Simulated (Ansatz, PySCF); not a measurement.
This PySCF input computes a CCSD(T)/cc-pVDZ energy:

```python
from pyscf import gto, scf, mp, cc as ccmod

mol = gto.M(
    atom='''
    C    -0.00000000   -0.00000000   -1.88659538
    C    -0.00000000   -0.00000000   -0.68177999
    C     0.00000000    0.00000000    0.68177999
    C     0.00000000    0.00000000    1.88659538
    H    -0.00000000   -0.00000000   -2.94883252
    H     0.00000000    0.00000000    2.94883252
    ''',
    basis='cc-pvdz',
    charge=0,
    spin=0,
    verbose=4,
)

mf = scf.RHF(mol)
mf.conv_tol = 1e-10
mf.max_cycle = 100
mf.kernel()
mp2 = mp.MP2(mf, frozen=4).run()
cc = ccmod.CCSD(mf, frozen=4)
cc.max_cycle = 100
cc.kernel()
et = cc.ccsd_t()
print(f'E(CCSD(T)) = {cc.e_tot + et:.9f}')
```

**Question.** Write an input for the same energy in Ansatz (a first-principles code) and say what it gives.

**Answer.** 
Ansatz 0.2 input:
```yaml
crystal:
  periodic: [false, false, false]
  atoms:
    - {symbol: C, position_ang: [-0.00000000, -0.00000000, -1.88659538]}
    - {symbol: C, position_ang: [-0.00000000, -0.00000000, -0.68177999]}
    - {symbol: C, position_ang: [0.00000000, 0.00000000, 0.68177999]}
    - {symbol: C, position_ang: [0.00000000, 0.00000000, 1.88659538]}
    - {symbol: H, position_ang: [-0.00000000, -0.00000000, -2.94883252]}
    - {symbol: H, position_ang: [0.00000000, 0.00000000, 2.94883252]}
basis:
  gaussian:
    orbitals: cc-pVDZ
magnetization: {spin_polarized: false}
correlation: {method: ccsd_t, electrons: outside_noble_gas}
```
It gives -153.04748 Eh, and PySCF -153.04748 Eh, a difference of 0.00 mEh.
